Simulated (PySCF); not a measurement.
# Electron correlation in Cu+ (copper, charge +1)

[Ar] 3d9 4p1, one real determinant (an excited configuration). All numbers are calculated (PySCF 2.14, the non-relativistic Hamiltonian (point nucleus), in dyall-av2z (16s12p7d2f, 101 functions)). Frozen: [Ar]; 10 electrons correlated; the 33 highest virtual orbitals of each spin left out.

```
  level  correlation energy (mhartree)
   CCSD                        -292.93
    (T)                          -7.22
CCSD(T)                        -300.15
```

Diagnostics: T1 = 0.013, D1 = 0.0382, largest double amplitude 0.032.

The real determinant used has ⟨L²⟩ near 8 against 12 for a pure F term, so it mixes terms.

Cost of the coupled-cluster step: roughly 8 core-seconds, for 10 correlated electrons.

Iterations:

```
CC2 = 0
CCSD nocc = (np.int64(6), np.int64(4)), nmo = (59, 59)
frozen orbitals [[0, 1, 2, 3, 4, 5, 6, 7, 8, 68, 69, 70, 71, 72, 73, 74, 75, 76, 77, 78, 79, 80, 81, 82, 83, 84, 85, 86, 87, 88, 89, 90, 91, 92, 93, 94, 95, 96, 97, 98, 99, 100], [0, 1, 2, 3, 4, 5, 6, 7, 8, 68, 69, 70, 71, 72, 73, 74, 75, 76, 77, 78, 79, 80, 81, 82, 83, 84, 85, 86, 87, 88, 89, 90, 91, 92, 93, 94, 95, 96, 97, 98, 99, 100]]
max_cycle = 100
direct = 0
conv_tol = 1e-08
conv_tol_normt = 1e-06
diis_space = 8
diis_start_cycle = 0
Init t2, MP2 energy = -0.313050315467177
Init E_corr(UCCSD) = -0.31305031547281
cycle = 1  E_corr(UCCSD) = -0.28427074971631  dE = 0.0287795658  norm(t1,t2) = 0.0622328
cycle = 2  E_corr(UCCSD) = -0.293599974022698  dE = -0.00932922431  norm(t1,t2) = 0.0227613
cycle = 3  E_corr(UCCSD) = -0.292153745862434  dE = 0.00144622816  norm(t1,t2) = 0.011536
cycle = 4  E_corr(UCCSD) = -0.292664243618447  dE = -0.000510497756  norm(t1,t2) = 0.00521262
cycle = 5  E_corr(UCCSD) = -0.292839648998113  dE = -0.00017540538  norm(t1,t2) = 0.0023971
cycle = 6  E_corr(UCCSD) = -0.292834866022111  dE = 4.782976e-06  norm(t1,t2) = 0.00210279
cycle = 7  E_corr(UCCSD) = -0.292848646500626  dE = -1.37804785e-05  norm(t1,t2) = 0.00164532
cycle = 8  E_corr(UCCSD) = -0.292959370826327  dE = -0.000110724326  norm(t1,t2) = 0.000988677
cycle = 9  E_corr(UCCSD) = -0.292927144972146  dE = 3.22258542e-05  norm(t1,t2) = 0.000392732
cycle = 10  E_corr(UCCSD) = -0.29292599721102  dE = 1.14776113e-06  norm(t1,t2) = 0.000186035
cycle = 11  E_corr(UCCSD) = -0.292932693952423  dE = -6.6967414e-06  norm(t1,t2) = 0.000113275
cycle = 12  E_corr(UCCSD) = -0.29293011573067  dE = 2.57822175e-06  norm(t1,t2) = 4.53129e-05
cycle = 13  E_corr(UCCSD) = -0.292930678881462  dE = -5.63150792e-07  norm(t1,t2) = 1.68505e-05
cycle = 14  E_corr(UCCSD) = -0.2929298947415  dE = 7.84139962e-07  norm(t1,t2) = 6.95419e-06
cycle = 15  E_corr(UCCSD) = -0.292929930113335  dE = -3.53718341e-08  norm(t1,t2) = 3.26347e-06
cycle = 16  E_corr(UCCSD) = -0.292930062885354  dE = -1.32772019e-07  norm(t1,t2) = 1.6088e-06
cycle = 17  E_corr(UCCSD) = -0.292930006810994  dE = 5.60743592e-08  norm(t1,t2) = 8.45537e-07
cycle = 18  E_corr(UCCSD) = -0.292930031788155  dE = -2.49771607e-08  norm(t1,t2) = 5.58517e-07
cycle = 19  E_corr(UCCSD) = -0.292930034991912  dE = -3.20375726e-09  norm(t1,t2) = 4.49931e-07
UCCSD converged
E(UCCSD) = -1638.764399315708  E_corr = -0.2929300349919123
UCCSD(T) correction = -0.00721586730686982
```

The reference is one real determinant that mixes LS terms of this configuration.
